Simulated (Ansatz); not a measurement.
The cluster Mg₃N₂⁻, relaxed as a doublet with UKS B3LYP-D4/def2-SVPD in Ansatz, starting from the GFN1-xTB geometry. Force threshold 0.02 eV/Å.

The highest occupied level of the charge -1 doublet lies above zero (up to 0.13 eV). It is a level of α spin, whose loss leaves a singlet; that state wasn't run at this geometry and level. The electron is either unbound and held by the finite basis, or the level is raised by self-interaction error. The structure comes from a short search, and lower isomers may exist.

Start:

| atom | x (Å) | y (Å) | z (Å) |
| --- | --- | --- | --- |
| Mg1 | -1.604 | 0.776 | -0.461 |
| Mg2 | 0.109 | 1.391 | 2.218 |
| Mg3 | 1.398 | -1.306 | -0.430 |
| N4 | -0.302 | -1.194 | -1.153 |
| N5 | 0.398 | 0.333 | -0.174 |

Question: Estimate the energy that the relaxation releases and the steps that it takes.

Answer: 84.5 kcal/mol, in 23 steps; 1.9 min on 4 threads of Arm Neoverse V1 on a shared host. No frequencies were taken in this run, so the end may be a saddle point.

Question: Does the start keep its bonding?

Answer: Bonds lost: Mg1–N4, Mg1–N5, Mg3–N4, Mg3–N5 (atoms count from 1). Bonds formed: N4–N5 (atoms count from 1). Metal–metal contacts that move far: Mg1–Mg2 3.24 to 3.81 Å. The end holds 2 separate pieces.

Question: Predict the relaxed structure.

Answer: 
```xyz
5

Mg   -2.440    1.304   -0.494
Mg    0.463    1.212    1.970
Mg    2.413   -1.569    0.094
N    -0.459   -0.710   -1.251
N     0.024   -0.238   -0.318
```
Bond lengths (bridged metal pairs left out): 1 × N–N 1.15 Å.
